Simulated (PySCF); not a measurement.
These compounds are isomers of formula C6H9ClSi.

A. `C=C[C@H]1CC([SiH3])=C1Cl`
B. SMILES C=C/C=C(\C=C)[SiH2]Cl
C. `C=C1C[C@@H]1[C@]1(Cl)C[SiH2]1`
D. `C=C1[SiH2][C@H](Cl)/C1=C\C`
E. SMILES Cl[Si@H]1C[C@H](C#CC)C1

Spectrum 1. 1H NMR (500 MHz, computed): δ 5.90 (m, 1H), 5.52 (m, 1H), 5.43 (m, 1H), 4.11 (s, 3H), 3.52 (m, 1H), 2.75 (m, 1H), 2.12 (m, 1H). 13C{1H} NMR (computed): δ 163.8 (C), 147.9 (CH), 145.5 (C), 124.6 (CH2), 61.7 (CH), 37.9 (CH2).

Spectrum 2. 1H NMR (500 MHz, computed): δ 6.53 (q, 1H), 6.45 (br s, 1H), 5.63 (br s, 1H), 5.04 (m, 1H), 4.81 (m, 1H), 4.44 (m, 1H), 2.10 (d, 3H). 13C{1H} NMR (computed): δ 151.6 (C), 150.3 (C), 132.7 (CH), 128.6 (CH2), 47.8 (CH), 18.0 (CH3).

Spectrum 3. 1H NMR (500 MHz, computed): δ 7.32 (m, 1H), 7.30 (m, 1H), 6.56 (d, 1H), 5.82 (m, 1H), 5.77 (m, 1H), 5.74 (m, 1H), 5.73 (m, 1H), 5.36 (s, 2H). 13C{1H} NMR (computed): δ 150.4 (CH), 143.1 (C), 139.8 (CH), 138.3 (CH), 131.6 (CH2), 127.8 (CH2).

Spectrum 4. 1H NMR (500 MHz, computed): δ 5.89 (m, 1H), 3.18 (m, 1H), 2.28 (m, 2H), 1.99 (s, 3H), 1.92 (m, 2H). 13C{1H} NMR (computed): δ 92.7 (C), 85.4 (C), 34.0 (CH2), 21.3 (CH), 4.8 (CH3).

Spectrum 5. 1H NMR (500 MHz, computed): δ 5.75 (m, 1H), 5.60 (m, 1H), 2.99 (m, 1H), 2.89 (m, 1H), 2.47 (m, 1H), 1.37 (m, 1H), 1.30 (m, 1H), 1.02 (m, 1H), 0.74 (m, 1H). 13C{1H} NMR (computed): δ 144.6 (C), 111.6 (CH2), 51.3 (C), 27.6 (CH), 11.9 (CH2), 9.6 (CH2).

PySCF 2.14 calculation with structure optimised with GFN2-xTB and σ from GIAO-PBE0/pcSseg-1; averaged over atoms made equivalent by symmetry, fast rotation or ring inversion, non-relativistic Hamiltonian, no solvent model, one conformer.

Scale: 1H, 13C vs TMS (reference shieldings calculated alike). Where no couplings were computed, multiplicities follow the n + 1 count of equivalent neighbours, and m marks all less simple cases (inequivalent or close neighbours, rings, F or P nearby). Shifts are as computed. Against solution values, carbons near 30 ppm lie about +3 ppm off and those near 130 ppm about +5 ppm; carbons on Cl a further +6 ppm. Of 1309 compounds with measured shifts, 239 miss one by over three times the rms of a fit or turn the order of signals round; such compounds aren't used in these exercises. Carbons bonded to Cl come out too deshielded.

Q: Match each spectrum to its structure.

A: 1–A, 2–D, 3–B, 4–E, 5–C.

- Spectrum 1 (A): 6 13C signals; δC 163.8 is a fully substituted alkene carbon; δC 147.9 is an alkene CH.
- Spectrum 2 (D): 6 13C signals; δC 151.6 is a fully substituted alkene carbon; δC 150.3 is a fully substituted alkene carbon.
- Spectrum 3 (B): 6 13C signals; δC 150.4 is an alkene CH; δC 143.1 is a fully substituted alkene carbon.
- Spectrum 4 (E): 5 13C signals; δC 92.7 is an alkyne carbon; δC 85.4 is an alkyne carbon.
- Spectrum 5 (C): 6 13C signals; δC 144.6 is a fully substituted alkene carbon; δC 111.6 is a terminal =CH2 carbon.
